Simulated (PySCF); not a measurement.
**Polarisability and C₆ of Cl⁺ (chlorine, charge +1)**

[Ne] 3s2 3p4, high-spin 3P determinant. All numbers are calculated (PySCF 2.14, no relativity, point nucleus, in aug-cc-pV(T+d)Z with one added diffuse shell each of s, p, d, f type (7s6p5d3f, 71 functions)). Coupled (time-dependent) response in atomic units; α is the mean over directions.

```
method  mean α (bohr³)         α xx, yy, zz  C₆ (like pair)  S(−4)
   UHF           8.576  8.482, 8.764, 8.482           40.54  17.58
   PBE           8.838  8.669, 9.175, 8.669           42.00  19.24
  PBE0           8.690  8.548, 8.973, 8.548           41.13  18.29
  TPSS           8.730  8.583, 9.026, 8.583           41.72  18.35
  MN15           8.631  8.591, 8.711, 8.591           39.64  19.11
```

S(−4) is the Cauchy moment in α(ω) = α(0) + S(−4) ω² + …

α(iu) at MN15:

```json
{"u (hartree)": "0", "α(iu) (bohr³)": "8.631"}
{"u (hartree)": "0.0500", "α(iu) (bohr³)": "8.583"}
{"u (hartree)": "0.100", "α(iu) (bohr³)": "8.445"}
{"u (hartree)": "0.200", "α(iu) (bohr³)": "7.938"}
{"u (hartree)": "0.300", "α(iu) (bohr³)": "7.231"}
{"u (hartree)": "0.500", "α(iu) (bohr³)": "5.674"}
{"u (hartree)": "0.750", "α(iu) (bohr³)": "4.049"}
{"u (hartree)": "1.00", "α(iu) (bohr³)": "2.924"}
{"u (hartree)": "1.50", "α(iu) (bohr³)": "1.669"}
{"u (hartree)": "2.00", "α(iu) (bohr³)": "1.067"}
{"u (hartree)": "3.00", "α(iu) (bohr³)": "0.5499"}
{"u (hartree)": "5.00", "α(iu) (bohr³)": "0.2381"}
```

For an ion, C₆ is the dispersion term alone; charge-induced terms of lower order in 1/R come first.

The components differ because the open shell of this determinant is not spherical; for a pure term their mean is the scalar polarisability.
